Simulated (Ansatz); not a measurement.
Molecule (SMILES): [B]=N (B-NH), doublet.
Atoms: B1, N2, H3. Bonds: B1-N2, N2-H3.

How fast the optimised B1-N2 bond length converges with the basis for several methods (Ansatz, a program for electronic structure): deviation from each method's own reference, in Å. References: B3LYP 1.2328 Å, the value in aug-pcseg-3; HF 1.2213 Å, the value in aug-pcseg-3; MP2 1.2329 Å, the value in aug-cc-pVQZ; PBE 1.2432 Å, the value in aug-pcseg-3. All functions are spherical. In correlated methods cores are frozen. Core-valence sets carry the plain set on hydrogen. Open shells are unrestricted. No added dispersion term, no relativity. The reference of a correlated method is not its basis-set limit, which lies further on.

```
basis        functions    B3LYP      HF      MP2      PBE
-----------  ---------  -------  ------  -------  -------
cc-pVDZ             33   0.0095  0.0088   0.0100   0.0096
6-311+G**           50   0.0048  0.0051   0.0065   0.0048
aug-cc-pVDZ         55   0.0077  0.0074   0.0122   0.0078
def2-TZVPP          76   0.0012  0.0014   0.0019   0.0011
def2-TZVPPD         91   0.0015  0.0016   0.0027   0.0014
cc-pCVTZ           100   0.0010  0.0015   0.0013   0.0010
cc-pVQZ            140  -0.0001  0.0003  -0.0008  -0.0002
def2-QZVPP         144   0.0001  0.0005  -0.0004   0.0001
```

Mean absolute deviation over 6-311+G**, def2-TZVPP, def2-TZVPPD, cc-pCVTZ: PBE 0.0021, B3LYP 0.0021, HF 0.0024, MP2 0.0031 Å.
